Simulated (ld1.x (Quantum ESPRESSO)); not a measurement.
**Which change was made? (Ge, ultrasoft)**

ld1.x (Quantum ESPRESSO) 7.5 input, shortened:

```
&input
   title='Ge', zed=32., rel=1, dft='PBE', iswitch=3,
   config='[Ar] 3d10 4s2 4p2'
 /
 &inputp
   pseudotype=3, tm=.true., lloc=-2, rcloc=2.25,
   nlcc=.true., new_core_ps=.true.,
   which_augfun='PSQ', rmatch_augfun=1.45
 /
4
4S  1  0   2.00   0.00  1.40  1.70  0.0
4S  1  0   0.00  -0.55  1.40  1.70  0.0
4P  2  1   2.00   0.00  2.30  2.45  0.0
4P  2  1   0.00   0.45  2.30  2.45  0.0
 &test
   configts(1)='4s2 4p2'
 /
```

Cutoffs, loose and tight: the cutoffs (Ry, on a coarse ladder) from which the occupation-weighted sum of valence levels, in a spherical-Bessel basis at the reference potential, stays within 10 and 1 mRy of its value at 400 Ry. They do not see the model core or the augmentation charge, which bear on the density cutoff. Test errors are all-electron minus pseudo excitation energies from the reference, over the configurations 4s2 4p1; 4s2 4p0; 4s1 4p0; 4s2 4p1.5; 4s2 4p2.3; 4s1 4p2; 4s1 4p3; variants that change the core or the reference have their own tests.

The base gives: outcome: generated; cutoff, loose: 10 Ry; cutoff, tight: 15 Ry; bound ghosts: none; largest test error (meV): -306.

Q: After one change the result is: outcome: failed: chargeps: negative rho. Which change was it?
A. waves 4p (bound): rcut 1.62, rcutus 1.72 bohr; 4p channel at 0.45 Ry: rcut 1.62, rcutus 1.72 bohr
B. all radii but the core radius scaled by about 0.74 (s 1.26, p 1.82 bohr, rcut 1.04/1.70); local potential all-electron potential smoothed inside 1.66 bohr (lloc = -2); augmentation PSQ, radius 1.08 bohr
C. type RRKJ; waves now 4p (bound): rc 2.45 bohr; 4s (bound): rc 1.70 bohr; local potential the s channel; rho0 0.001

A: B. The others give: type RRKJ; waves now 4p (bound): rc 2.45 bohr; 4s (bound): rc 1.70 bohr; local potential the s channel; rho0 0.001 → outcome: generated; cutoff, loose: 25 Ry; cutoff, tight: 40 Ry; bound ghosts: none; largest test error (meV): -241 | waves 4p (bound): rcut 1.62, rcutus 1.72 bohr; 4p channel at 0.45 Ry: rcut 1.62, rcutus 1.72 bohr → outcome: generated; cutoff, loose: 12 Ry; cutoff, tight: 18 Ry; bound ghosts: none; largest test error (meV): -321.
